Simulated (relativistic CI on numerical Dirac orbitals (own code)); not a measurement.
## Radial parameters of Nd LI

Method of calculation: Dirac-Coulomb-Breit CI, KLI orbitals optimised for each configuration, model QED, unscaled Slater integrals (own radial code, finite nucleus).

Slater integrals F^k, G^k are unscaled and averaged over j, outside the closed core 1s2; ζ comes from projecting the Hamiltonian with its Breit term on Σ l·s of the shell.

- 2s2 2p5 3s: ζ(2p) = 2.8725e+06, G^1(2p,3s) = 115510 cm⁻¹; <r>(2p) = 0.08596, <r^2>(2p) = 0.00899, <r>(3s) = 0.2341, <r^2>(3s) = 0.06252 (bohr units).
- 2s2 2p5 3p: ζ(2p) = 2.8715e+06, F^2(2p,3p) = 303700, G^0(2p,3p) = 120500, G^2(2p,3p) = 132740, ζ(3p) = 775310 cm⁻¹; <r>(2p) = 0.08601, <r^2>(2p) = 0.009, <r>(3p) = 0.2263, <r^2>(3p) = 0.0592 (bohr units).
- 2s2 2p5 3d: ζ(2p) = 2.8739e+06, F^2(2p,3d) = 401180, G^1(2p,3d) = 381430, G^3(2p,3d) = 220760, ζ(3d) = 109980 cm⁻¹; <r>(2p) = 0.08601, <r^2>(2p) = 0.009003, <r>(3d) = 0.1978, <r^2>(3d) = 0.04499 (bohr units).

Averages of the first 10 configurations, taken without configuration mixing, which lowers the lowest level and can move excited configurations by several eV; other configurations of the list can lie among them:

```json
{"Configuration": "2s2 2p6", "Parity": "even", "States": "1", "Average energy above the lowest level (eV)": "0.1"}
{"Configuration": "2s2 2p5 3s", "Parity": "odd", "States": "12", "Average energy above the lowest level (eV)": "5487.1"}
{"Configuration": "2s2 2p5 3p", "Parity": "even", "States": "36", "Average energy above the lowest level (eV)": "5692.5"}
{"Configuration": "2s2 2p5 3d", "Parity": "odd", "States": "60", "Average energy above the lowest level (eV)": "5890.8"}
{"Configuration": "2s 2p6 3s", "Parity": "even", "States": "4", "Average energy above the lowest level (eV)": "6204.9"}
{"Configuration": "2s 2p6 3p", "Parity": "odd", "States": "12", "Average energy above the lowest level (eV)": "6406.3"}
{"Configuration": "2s 2p6 3d", "Parity": "even", "States": "20", "Average energy above the lowest level (eV)": "6604.3"}
{"Configuration": "2s2 2p5 4s", "Parity": "odd", "States": "12", "Average energy above the lowest level (eV)": "7499.8"}
{"Configuration": "2s2 2p5 4p", "Parity": "even", "States": "36", "Average energy above the lowest level (eV)": "7584.4"}
{"Configuration": "2s2 2p5 4d", "Parity": "odd", "States": "60", "Average energy above the lowest level (eV)": "7662.2"}
```
